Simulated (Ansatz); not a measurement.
Mulliken charges of CH₄FNSi (`N=C[SiH2]F`) from PBE/def2-TZVPP in Ansatz (PBE0-D4/def2-TZVP geometry).

| atom | x (Å) | y (Å) | z (Å) | charge (e) |
| --- | --- | --- | --- | --- |
| N1 | -0.548 | 1.630 | -0.638 | -0.210 |
| C2 | 0.127 | 0.961 | 0.203 | -0.097 |
| Si3 | 0.232 | -0.917 | 0.226 | 0.482 |
| F4 | -0.683 | -1.419 | -0.989 | -0.284 |
| H5 | -1.028 | 1.015 | -1.301 | 0.162 |
| H6 | 0.677 | 1.541 | 0.956 | 0.082 |
| H7 | 1.620 | -1.388 | -0.001 | -0.068 |
| H8 | -0.305 | -1.479 | 1.489 | -0.068 |

Task: By hand: the dipole of these point charges (1 e Å = 4.8032 D).

Result: Σ q r = (0.208, 0.011, 0.271) e Å, of length 0.342 e Å = 1.64 D.

Task: How does the dipole of the full density compare? (An estimate is asked.)

Result: The calculation gave: (0.188, -0.221, 0.231) e Å, 1.78 D; the point charges give 0.92 times that, at 38° from its direction.

Point charges leave out the atoms' own dipoles, such as those of lone pairs, and Mulliken's split depends on the basis, so the two needn't agree.
